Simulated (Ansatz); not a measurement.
Z-matrix (Å, degrees):
```
C
B 1 1.564
O 1 1.484 2 67.2
H 1 1.085 2 121.4 3 98.0
H 1 1.087 2 123.2 3 -101.5
B 2 1.669 1 116.3 3 97.9
H 2 1.195 1 117.4 3 -93.1
H 3 0.965 1 109.2 2 -100.2
Cl 6 1.752 2 121.5 1 117.8
H 6 1.206 2 124.5 1 -58.2
```

The species carries charge 0 and has multiplicity 1.

(1) List the PBE/def2-TZVPP orbital energies in eV (Ansatz 0.2.0). (Best estimate.)

## Answers

(1) Ansatz gave: Occupied: -2738.87, -512.63, -270.41, -249.44, -190.12, -190.03, -189.93, -177.58, -176.31, -27.59, -20.55, -17.79, -14.22, -13.14, -11.73, -11.25, -9.60, -9.56, -8.80, -8.35, -7.90, -7.22, -6.16. Lowest empty: -2.33, -0.96, 0.44, 0.92, 1.30, 1.60, 1.87, 2.29.
